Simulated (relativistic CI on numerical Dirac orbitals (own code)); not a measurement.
**Crystal-field levels of Fe³⁺, 3d5**

Calculated by Dirac-Coulomb-Breit CI, orbitals from a KLI potential per configuration, model QED, valence Slater integrals scaled by 0.75, one configuration in a parametric crystal field (own radial code).

Field parameters in Wybourne normalisation: Td as Oh with Dq negative (B⁴₀ = 21Dq, B⁴₄ = √(5/14) B⁴₀). The field is a parameter set, without covalency.

S and J are read from ⟨S²⟩ = S(S + 1) and ⟨J²⟩ = J(J + 1) of each level; they are not fictitious spins.

Td, 10Dq = -1800 cm⁻¹, the lowest 10 levels:

```csv
E (cm⁻¹),Degeneracy,Irrep,S,J
0.0,6,Γ7+Γ8,2.50,2.50
26986,4,Γ8,1.50,4.20
26994,2,Γ6,1.50,3.93
27008,2,Γ7,1.50,4.54
27021,4,Γ8,1.50,4.40
27444,2,Γ6,1.50,5.15
27446,4,Γ8,1.50,5.09
27527,4,Γ8,1.50,3.66
27556,2,Γ7,1.50,3.22
27562,4,Γ8,1.50,4.42
```

Td, 10Dq = -3300 cm⁻¹, the lowest 10 levels:

```json
{"E (cm⁻¹)": "0.0", "Degeneracy": "6", "Irrep": "Γ7+Γ8", "S": "2.50", "J": "2.50"}
{"E (cm⁻¹)": "25963", "Degeneracy": "2", "Irrep": "Γ6", "S": "1.50", "J": "3.69"}
{"E (cm⁻¹)": "25967", "Degeneracy": "4", "Irrep": "Γ8", "S": "1.50", "J": "3.91"}
{"E (cm⁻¹)": "25997", "Degeneracy": "2", "Irrep": "Γ7", "S": "1.50", "J": "4.26"}
{"E (cm⁻¹)": "26011", "Degeneracy": "4", "Irrep": "Γ8", "S": "1.50", "J": "4.19"}
{"E (cm⁻¹)": "27241", "Degeneracy": "2", "Irrep": "Γ6", "S": "1.50", "J": "5.03"}
{"E (cm⁻¹)": "27244", "Degeneracy": "4", "Irrep": "Γ8", "S": "1.50", "J": "5.08"}
{"E (cm⁻¹)": "27357", "Degeneracy": "4", "Irrep": "Γ8", "S": "1.50", "J": "3.77"}
{"E (cm⁻¹)": "27416", "Degeneracy": "2", "Irrep": "Γ7", "S": "1.50", "J": "2.85"}
{"E (cm⁻¹)": "27559", "Degeneracy": "4", "Irrep": "Γ8", "S": "1.50", "J": "4.43"}
```

Td, 10Dq = -4750 cm⁻¹, the lowest 10 levels:

```json
{"E (cm⁻¹)": "0.0", "Degeneracy": "6", "Irrep": "Γ7+Γ8", "S": "2.50", "J": "2.50"}
{"E (cm⁻¹)": "24779", "Degeneracy": "2", "Irrep": "Γ6", "S": "1.50", "J": "3.53"}
{"E (cm⁻¹)": "24790", "Degeneracy": "4", "Irrep": "Γ8", "S": "1.50", "J": "3.76"}
{"E (cm⁻¹)": "24826", "Degeneracy": "2", "Irrep": "Γ7", "S": "1.50", "J": "4.12"}
{"E (cm⁻¹)": "24842", "Degeneracy": "4", "Irrep": "Γ8", "S": "1.50", "J": "4.06"}
{"E (cm⁻¹)": "26933", "Degeneracy": "2", "Irrep": "Γ6", "S": "1.50", "J": "4.99"}
{"E (cm⁻¹)": "26936", "Degeneracy": "4", "Irrep": "Γ8", "S": "1.50", "J": "5.06"}
{"E (cm⁻¹)": "27072", "Degeneracy": "4", "Irrep": "Γ8", "S": "1.50", "J": "3.79"}
{"E (cm⁻¹)": "27153", "Degeneracy": "2", "Irrep": "Γ7", "S": "1.50", "J": "2.88"}
{"E (cm⁻¹)": "27558", "Degeneracy": "4", "Irrep": "Γ8", "S": "1.50", "J": "4.43"}
```

The free-ion ground term has S = 5/2. Every field shown keeps that spin.

Levels of this model without a field, named by their leading LS term (the scale mimics covalency, so terms lie below those of the real free ion): 6S_5/2 0, 4G_11/2 27529, 4G_9/2 27579, 4G_5/2 27591, 4G_7/2 27594, 4P_5/2 31730, 4P_3/2 31818, 4P_1/2 31912 cm⁻¹.
